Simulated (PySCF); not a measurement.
## Telling isomers of C7H14N2 apart by NMR

PySCF 2.14 calculation with coordinates at the GFN2-xTB level and σ from GIAO-PBE0/pcSseg-1; one conformer, gas phase, equivalent nuclei averaged, non-relativistic Hamiltonian.

Chemical shifts δ = σref − σ; TMS for $^{1}$H (σ = 31.72 ppm), $^{13}$C (σ = 186.93 ppm), all at this level. Where no couplings were computed, multiplicities follow the n + 1 count of equivalent neighbours, and m marks all less simple cases (inequivalent or close neighbours, rings, F or P nearby). Shifts are as computed. Against solution values, carbons near 30 ppm lie about +3 ppm off and those near 130 ppm about +5 ppm (rms about the fit 2.1 ppm; single classes can miss by 10 ppm). Of 1328 compounds with measured shifts, 309 miss one by over three times the rms of a fit or turn the order of signals round; such compounds aren't used in these exercises. Signals without a measured value on file couldn't be tested in this way; 1H shifts scatter by 0.2 ppm about their fit, and single ones miss by 0.5 ppm. OH and NH positions are gas-phase values without hydrogen bonding to other molecules.

(1) Tabulate the signals of `CCN(C)/N=C\C1CC1`, `CC/C=N\NC1CCC1` and their relative energies.

(2) What is the quickest way to tell CCN(C)/N=C\C1CC1 from CC/C=N\NC1CCC1?

Results:

(1) 
```tsv
SMILES	carbon types	δC	δH	E rel. (kcal/mol)
CCN(C)/N=C\C1CC1	2×CH 3×CH2 2×CH3	132.1, 60.9, 38.8, 13.2, 12.7, 8.7	5.18 (d, 1H), 3.48 (q, 2H), 3.19 (s, 3H), 1.75 (m, 1H), 1.02 (t, 3H), 0.65 (m, 2H), 0.27 (m, 2H)	10.4
CC/C=N\NC1CCC1	2×CH 4×CH2 1×CH3	130.7, 57.3, 33.6, 22.2, 13.3, 12.8	6.08 (t, 1H), 5.02 (br s, 1H), 4.16 (m, 1H), 2.62 (m, 2H), 2.00 (m, 2H), 1.80 (m, 2H), 1.64 (m, 1H), 1.62 (m, 1H), 1.01 (t, 3H)	0.0
```

Energies are electronic energies at PBE0/pcSseg-1 on these geometries, without zero-point or thermal terms, each for the one conformer computed, which needn't be the lowest.

(2) Both give the same number of carbon signals, but DEPT or the intensities differ. The first has a three-membered-ring carbon (CH) at 12.7 ppm, the second an sp3 CH bonded to N at 57.3 ppm. Their most deshielded carbons lie at 132.1 and 130.7 ppm. In the proton spectra the most deshielded non-exchanging signals are 5.18 (d, 1H) and 6.08 (t, 1H).
